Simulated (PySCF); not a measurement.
# How methods differ on the ionisation energy of F⁺

F⁺ [He] 2s2 2p4 (3P) → F²⁺ [He] 2s2 2p3 (4S), as a difference of total energies. All numbers are calculated (PySCF 2.14, no relativity, point nucleus, in aug-cc-pwCVDZ (5s4p2d, 27 functions)). Correlated levels: valence and next inner shell: nothing frozen. The calculations carry no spin-orbit coupling.

```tsv
method	ionisation energy (eV)
UHF	33.329
MP2 (valence and next inner shell)	34.273
SCS-MP2 (valence and next inner shell)	34.279
CCSD (valence and next inner shell)	34.278
CCSD(T) (valence and next inner shell)	34.300
CCSDT (valence and next inner shell)	34.302
```

**Question.** How much does correlation contribute at CCSD(T) (valence and next inner shell)?

**Answer.** 34.300 − (33.329) = 0.971 eV, measured against UHF.

Errors of the correlated levels include the incompleteness of this basis.

For comparison: 34.950 eV (measured; NIST levels, between the centres of gravity of the two terms).
